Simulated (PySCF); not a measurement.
NMR data sheet: C6H11ClOSi

```
Formula                               : C6H11ClOSi
SMILES                                : C[C@]1(C(=O)Cl)C[C@H]([SiH3])C1
InChI                                 : InChI=1S/C6H11ClOSi/c1-6(5(7)8)2-4(9)3-6/h4H,2-3H2,1,9H3/t4-,6-
Point group of the computed structure : C1
Degrees of unsaturation               : 2
Carbon signals                        : 5
Proton signals                        : 5
```

Atom-mapped SMILES (the numbers label the heavy atoms): `[CH3:1][C@:2]1([C:3](=[O:4])[Cl:5])[CH2:6][C@H:7]([SiH3:8])[CH2:9]1`. Hydrogens are named by the atom that carries them. Ha(C6), Ha(C9) are cis to Si8 on the ring; Hb(C6), Hb(C9) are trans to Si8 on the ring.

Theoretical values (PySCF): shielding tensors at PBE0/pcSseg-1 (GIAO), geometry from PBE0-D3(BJ)/def2-SVP. In vacuum, averaged over atoms made equivalent by symmetry, fast rotation or ring inversion, single conformer, non-relativistic Hamiltonian.

Shifts are taken against calculated references (same method and geometry level): 1H and 13C and 29Si vs TMS; 17O against H2O.

| carbon | δC, type | δH (multiplicity) | HMBC from (2–3 bonds) | span of the C tensor (ppm) |
| --- | --- | --- | --- | --- |
| C1 | 27.8, CH3 | 1.51 (s) | Hb(C6)/Hb(C9), Ha(C6)/Ha(C9) | 41 |
| C2 | 50.4, C | – | Hb(C6)/Hb(C9), Ha(C6)/Ha(C9), H(C7), H(C1) | 40 |
| C3 | 188.0, C | – | Hb(C6)/Hb(C9), Ha(C6)/Ha(C9), H(C1) | 190 |
| C6/C9 | 34.9, CH2 | Ha(C6) 1.60 (m); Hb(C6) 2.85 (m) | H(Si8), Hb(C6)/Hb(C9), Ha(C6)/Ha(C9), H(C7), H(C1) | 42 |
| C7 | 4.6, CH | 1.54 (m) | H(Si8), Hb(C6)/Hb(C9), Ha(C6)/Ha(C9) | 23 |

Other nuclei:
```json
{"atoms": "H(Si8)", "nucleus": "1H", "environment": "hydrogen on a silicon bonded to C", "δ (ppm)": "3.94", "σ (ppm)": "27.33"}
{"atoms": "Si8", "nucleus": "29Si", "environment": "silicon bonded to C, 3 H", "δ (ppm)": "-56.0", "σ (ppm)": "408.0"}
{"atoms": "O4", "nucleus": "17O", "environment": "carbonyl oxygen", "δ (ppm)": "577.1", "σ (ppm)": "-242.6"}
```

Carbon types of the structure: 2 × C, 1 × CH, 2 × CH2, 1 × CH3, leaving 3 H on heteroatoms. δC 188.0: carbonyl carbon. δC 50.4: quaternary sp3 carbon α to a carbonyl; α to the electron-withdrawing carbonyl group. δC 34.9: sp3 CH2 in a ring; aliphatic region, no heteroatom directly attached. δC 27.8: methyl carbon; a saturated carbon with 1 carbon neighbour and no heteroatom attached. δC 4.6: sp3 CH bonded to Si; an electropositive neighbour leaves it electron-rich and shielded.

Carbons that carry Cl, above all several Cl atoms, come out too deshielded, partly because spin–orbit coupling is missing. Shifts are as computed. Against solution values, carbons near 30 ppm lie about +2 ppm off and those near 130 ppm about +5 ppm; carbons on Cl a further +5 ppm. Of 1313 compounds with measured shifts, 239 miss one by over three times the rms of a fit or turn the order of signals round; such compounds aren't used in these exercises. Unscaled 17O shifts of doubly bonded oxygen tend to come out too high, by tens of ppm or more. Experimental scales use liquid or dissolved standards, which lie at an offset from isolated H2O (liquid H2O: subtract about 36 ppm). Multiplicities follow the n + 1 count of equivalent neighbours, as no J values were calculated; m marks all less simple cases, F and P coupling included.
